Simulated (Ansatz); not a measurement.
Species: sum formula ZrH₄S, net charge 0, singlet state. 
Structure (B3LYP-D3(BJ)/def2-TZVP (Ansatz, a first-principles code) minimum search):
SMILES: [SH][ZrH3]
```xyz
6

Zr    -0.6278    -0.1906    -0.0223
H     -0.9248    -1.2371     1.4764
H     -1.7129     1.3055    -0.0256
H     -0.9137    -1.1455    -1.5787
S      1.6781     0.5524    -0.0082
H      1.8146    -0.1369     1.1500
```

Total electronic energies in hartree. Cores are frozen in the correlated levels unless marked. Spin-orbit coupling is left out. Frozen are the shells of the preceding noble gas and the d and f shells that filled before the atom's block. In def2 rows, elements after Kr have scalar-relativistic effective core potentials. STO-3G rows are all-electron and non-relativistic. CBS(X,Y): correlation extrapolated as X^-3; Hartree-Fock from the larger set. [CCSD(T)-MP2]/basis is that difference in the basis named.

```
level                                                                 program  energy (Eh)
-------------------------------------------------------------  --------------  -----------
HF/def2-TZVPP                                                          Ansatz   -446.39683
RI-HF/def2-TZVPPD                                                      Ansatz   -446.39746
PBE-D3(BJ)/def2-TZVPD                                          Ansatz + dftd3   -447.47247
PBE-D4/def2-TZVPD                                              Ansatz + dftd4   -447.47291
BLYP/def2-TZVPD                                                        Ansatz   -447.60337
r2SCAN/def2-TZVPD                                                      Ansatz   -447.63030
B97M-V/def2-TZVPD                                                      Ansatz   -447.56110
B3LYP-D4/def2-TZVPD                                            Ansatz + dftd4   -447.69138
B3LYP/def2-TZVPD                                                       Ansatz   -447.68432
PBE0/STO-3G                                                            Ansatz  -3900.63133
PBE0-D4/def2-TZVPD                                             Ansatz + dftd4   -447.48259
BHLYP/def2-TZVPD                                                       Ansatz   -447.54167
r2SCAN0/def2-TZVPD                                                     Ansatz   -447.58612
CAM-B3LYP-D3(BJ)/def2-TZVPD                                    Ansatz + dftd3   -447.60755
LC-wPBE-D3(BJ)/def2-TZVPD                                      Ansatz + dftd3   -447.53917
wB97X/def2-TZVPD                                                       Ansatz   -447.62949
B2PLYP/def2-TZVPD                                                      Ansatz   -447.34007
RPA@PBE/def2-TZVPP                                                     Ansatz   -446.95217
MP2/def2-SVP                                                           Ansatz   -446.48136
MP2/def2-SVPD                                                          Ansatz   -446.50369
CCSD/STO-3G                                                            Ansatz  -3898.84196
RI-MP2/CBS(def2-TZVPP,def2-QZVPP)+[CCSD(T)-MP2]/def2-SVP               Ansatz    -446.8076
RI-MP2/CBS(def2-TZVPPD,def2-QZVPPD)+[CCSD(T)-MP2]/def2-TZVPPD          Ansatz    -446.8141
```

Totals of different functionals don't rank their quality; only differences between species are comparable.
